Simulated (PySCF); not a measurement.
# Spinor energies of Re⁶⁵⁺ (rhenium, charge +65)

Start: [Ne]. Calculated with PySCF 2.14 in an even-tempered Gaussian basis (17 s from 49 bohr⁻², ratio 2.4; 13 p from 64 bohr⁻², ratio 2.4; 5 d from 230 bohr⁻², ratio 2.6; 4 f from 340 bohr⁻², ratio 2.6): generalised Hartree-Fock with the X2C-1e Hamiltonian and a Gaussian nucleus; one run each with spin-orbit coupling (SO) switched off, then screened by Boettger's factors.

```
spinor shell  electrons  ε, spin-free (eV)  ε, screened SO (eV)  weight of nominal j (screened SO)  rms radius, screened SO (bohr)
       1s1/2          2           -77893.6             -77876.6                              1.000                          0.0204
       2s1/2          2           -18082.2             -18078.0                              1.000                          0.0809
       2p1/2          2           -16523.5             -17591.9                              1.000                          0.0686
       2p3/2          4           -16523.5             -16096.9                              1.000                          0.0756
```

```csv
quantity,spin-free,screened SO
E (hartree),-11386.90000,-11403.40873
M_J,0,0
⟨J²⟩,0.000,0.000
⟨L²⟩,0.000,0.036
⟨S²⟩,0.000,0.036
```

Breit and QED terms are absent; they matter most for the inner s and p1/2 levels.

Densities and radii are taken from the X2C orbitals without a picture-change correction, which distorts them close to the nucleus.

Without spin-orbit coupling the j labels of p, d and f shells carry no meaning; the spin-free column gives the mean over the occupied spinors of each nl shell.
